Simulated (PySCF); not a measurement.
Structure from 2D NMR

Compound of formula C$_{9}$H$_{11}$B. Correlations simulated from computed shifts and the bond graph:

HSQC (one-bond C–H):
```tsv
δH	δC
8.47	161.8
8.42	162.0
8.10	157.8
8.04	154.7
7.43	142.8
6.03	147.9
5.60	124.6
5.42	124.6
3.37	51.8
```

COSY cross peaks (H two or three bonds apart, from the bond graph; peaks can be absent where the dihedral angle is near 90°):
```tsv
δH	δH
8.47	8.10
8.47	6.36
8.42	8.04
8.42	6.36
8.04	7.43
6.03	5.60
6.03	5.42
6.03	3.37
5.60	5.42
```

HMBC (two and three bonds, from the bond graph):
```tsv
δH	δC
8.47	162.0, 157.8, 155.5
8.42	161.8, 154.7, 142.8
8.10	161.8, 155.5, 142.8, 51.8
8.04	162.0, 155.5, 142.8
7.43	162.0, 157.8, 155.5, 154.7, 51.8
6.36	162.0, 161.8, 157.8, 154.7
6.03	155.5, 124.6, 51.8
5.60	147.9, 51.8
5.42	147.9, 51.8
3.37	157.8, 155.5, 147.9, 142.8, 124.6
```

Carbons without hydrogens: δ 155.5.

- GIAO PBE0/pcSseg-1 shieldings
- PBE0-D3(BJ)/def2-SVP structure
- code: PySCF 2.14.0 with density-fitted response routines
- non-relativistic, one conformer, gas phase, averaged over atoms made equivalent by symmetry, fast rotation or ring inversion

Scale: ¹H (σref 31.27) and ¹³C (σref 184.41) against TMS (reference shieldings calculated alike).

Exchangeable hydrogens are left out of these lists.

Problem. Work out the connectivity.

Solution. `B1C=CC=C(CC=C)C=C1`.

Atoms are numbered as in `[CH2:1]=[CH:2][CH2:3][C:4]1=[CH:5][CH:6]=[CH:7][BH:8][CH:9]=[CH:10]1`. Each H is labelled by its parent atom. Ha(C1) is cis to C3; Hb(C1) is trans to C3.

δC 162.0 is C7, an alkene CH (δH 8.42). δC 161.8 is C9, an alkene CH (δH 8.47). δC 157.8 is C10, an alkene CH (δH 8.10). δC 155.5 is C4, a fully substituted alkene carbon. δC 154.7 is C6, an alkene CH (δH 8.04). δC 147.9 is C2, an alkene CH (δH 6.03). δC 142.8 is C5, an alkene CH (δH 7.43). δC 124.6 is C1, a terminal =CH2 carbon (δH 5.60, 5.42). δC 51.8 is C3, an allylic sp3 CH2 (δH 3.37). HMBC from δH 8.47 reaches the proton-free carbon C4. HMBC from δH 8.10 reaches the proton-free carbon C4. HMBC from δH 8.04 reaches the proton-free carbon C4. HMBC from δH 7.43 reaches the proton-free carbon C4. COSY links 8.47–8.10, 8.47–6.36, 8.42–8.04, 8.42–6.36, 8.04–7.43, 6.03–5.60.

The shifts were computed for this structure.

Hydrogens on boron are broadened and split by ¹¹B (spin 3/2, 80 %) and 10B (spin 3). A carbon bonded to boron is broadened by the quadrupolar boron nucleus and is often missing from a measured spectrum. Shifts are as computed. Against solution values, carbons near 30 ppm lie about +2 ppm off and those near 130 ppm about +5 ppm. Of 1309 compounds with measured shifts, 239 miss one by over three times the rms of a fit or turn the order of signals round; such compounds aren't used in these exercises.
